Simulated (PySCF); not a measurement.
Steps of a relaxation of Bi(NC)3

Bi(NC)3 (singlet; a saddle point, relaxed within its symmetry). PySCF 2.14.0, RKS PBE0, Bi def2-SVP with ECP60, N def2-SVP, C def2-SVP; non-relativistic Hamiltonian with scalar-relativistic core potentials where named; density fitting; no spin-orbit coupling. Origin of the start: template. Columns: position (Å) and force (eV/Å). Energies are counted from the last step; some of the 4 steps are shown. Forces carry noise of the integration grid, about 0.01 to 0.03 eV/Å.

Run from Python with OMP_NUM_THREADS=2. Where DIIS fails, smearing, a level shift and second-order steps follow.
It took 15 s on 2 threads of Arm Neoverse V1, with other jobs on the host, from the converged density of the start.

```xyz
7
step 0  E = 0.155 eV
Bi    0.0000    0.0000    0.0000     0.00    0.00    0.00
N     2.1948    0.0000    0.0000     0.25    0.00    0.00
C     3.3748    0.0000    0.0000     1.07    0.00    0.00
N    -1.0974    1.9008    0.0000    -0.13    0.21    0.00
C    -1.6874    2.9227    0.0000    -0.53    0.92    0.00
N    -1.0974   -1.9008    0.0000    -0.13   -0.21    0.00
C    -1.6874   -2.9227    0.0000    -0.53   -0.92    0.00
```

```xyz
7
step 1  E = 0.011 eV
Bi    0.0000    0.0000    0.0000     0.00    0.00    0.00
N     2.2533    0.0000    0.0000     0.81    0.00    0.00
C     3.4481    0.0000    0.0000    -0.56    0.00    0.00
N    -1.1266    1.9514    0.0000    -0.40    0.70    0.00
C    -1.7240    2.9861    0.0000     0.28   -0.48    0.00
N    -1.1266   -1.9514    0.0000    -0.40   -0.70    0.00
C    -1.7241   -2.9861    0.0000     0.28    0.48    0.00
```

```xyz
7
step 2  E = 0.004 eV
Bi    0.0000    0.0000    0.0000     0.00    0.00    0.00
N     2.2744    0.0000    0.0000    -0.56    0.00    0.00
C     3.4592    0.0000    0.0000     0.49    0.00    0.00
N    -1.1372    1.9697    0.0000     0.28   -0.48    0.00
C    -1.7295    2.9957    0.0000    -0.25    0.42    0.00
N    -1.1372   -1.9697    0.0000     0.28    0.48    0.00
C    -1.7296   -2.9957    0.0000    -0.25   -0.42    0.00
```

Q: Where does the relaxation end?

A: It converges at step 3 in D3h:
```xyz
7
step 3  E = 0
Bi    0.0000    0.0000    0.0000
N     2.2696    0.0000    0.0000
C     3.4589    0.0000    0.0000
N    -1.1348    1.9655    0.0000
C    -1.7294    2.9955    0.0000
N    -1.1348   -1.9655    0.0000
C    -1.7295   -2.9955    0.0000
```

Q: How did the contacts change?

A: 
| contact | start (Å) | end (Å) |
| --- | --- | --- |
| Bi1–N2 (NC) | 2.195 | 2.270 |
| Bi1–N4 (NC) | 2.195 | 2.270 |
| Bi1–N6 (NC) | 2.195 | 2.270 |
